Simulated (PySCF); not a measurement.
**Scandium: a sound run and one with changed settings**

Sound run: Sc [Ar] 3d1 4s2, Sc+ [Ar] 3d1 4s1. All numbers are calculated (PySCF 2.14, the non-relativistic Hamiltonian (point nucleus), in 6-31G* (5s4p2d1f, 34 functions)). In the sound run the correlated levels freeze [Ar]. The sound run starts from symmetry-adapted Hartree-Fock orbitals and uses a fine grid where one is needed.

Changed run: initial guess atom, at most 50 SCF cycles, level shift 0.1 hartree.

```tsv
species	method	sound run (hartree)	changed run (hartree)	converged
Sc	UHF	-759.67571	-759.67571	yes
Sc	PBE	-760.32088	-760.32088	yes
Sc	PBE0	-760.36496	-760.36496	yes
Sc	MP2	-759.69640	-759.69199	yes
Sc+	UHF	-759.47888	-759.47888	yes
Sc+	PBE	-760.08505	-760.09055	no
Sc+	PBE0	-760.13286	-760.13286	yes
Sc+	MP2	-759.48027	-759.48017	yes
```

Ionisation energy of Sc:

```
 method  sound run (eV)  changed run (eV)
    UHF           5.356             5.356
   PBE0           6.316             6.316
    MP2           5.881             5.764
SCS-MP2           5.987             5.847
```

A level shift leaves the converged SCF energy unchanged but raises the virtual orbital energies, which shrinks MP2 if it is not removed.

For comparison, NIST gives 6.561 eV between the lowest levels.
